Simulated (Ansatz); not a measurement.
Consider the ligand exchange at the Si–Br bond: `N[SiH](Cl)Br` + `N[SiH](F)S` → `N[Si@H](F)S[Si@@H](N)Cl` + HBr.

Gas-phase electronic energies from Ansatz, PBE0-D4/def2-TZVP geometries. CBS: MP2 limit from def2 TZ/QZ plus the TZ coupled-cluster correction, frozen cores. Functionals use def2-TZVPP. B3LYP here is the variant with VWN-RPA as its local correlation; programs differ in this. For Br outer-core shells are correlated without core-valence functions, which leaves a few kJ/mol of doubt a bond. Scalar relativity is left out up to krypton. Each species was taken in one conformer, which may not be the lowest.

```tsv
level	ΔE (kJ/mol)	difference from CCSD(T)/CBS
PBE-D4	25.5	-5.2
r2SCAN-D4	28.6	-2.1
PBE0-D4	26.2	-4.5
B3LYP-D4	26.1	-4.6
B2PLYP	35.7	5.0
PBE	34.5	3.8
r2SCAN	31.6	0.9
B3LYP	40.1	9.4
MP2/def2-TZVPP	28.6	-2.1
CCSD/def2-TZVPP	31.4	0.7
CCSD(T)/def2-TZVPP	28.4	-2.3
HF/def2-QZVPP	44.9	14.2
MP2/def2-QZVPP	30.0	-0.7
SCS-MP2/def2-QZVPP	32.5	1.8
MP2/CBS(def2)	30.8	0.1
CCSD/CBS(def2)	33.6	2.9
CCSD(T)/CBS	30.7	0
```

Largest T1 diagnostic among the species: 0.011.

In def2-TZVPP, CCSD(T) changes the Hartree–Fock value by −16.2 kJ/mol (the triples alone add −2.9 kJ/mol) and MP2 by −16.0 kJ/mol. The D4 term adds −14.0 kJ/mol with B3LYP and −8.3 kJ/mol with PBE0; it sums over pairs of atoms, weighted by their polarisabilities, and B3LYP, whose exchange is more repulsive, gets the larger term.
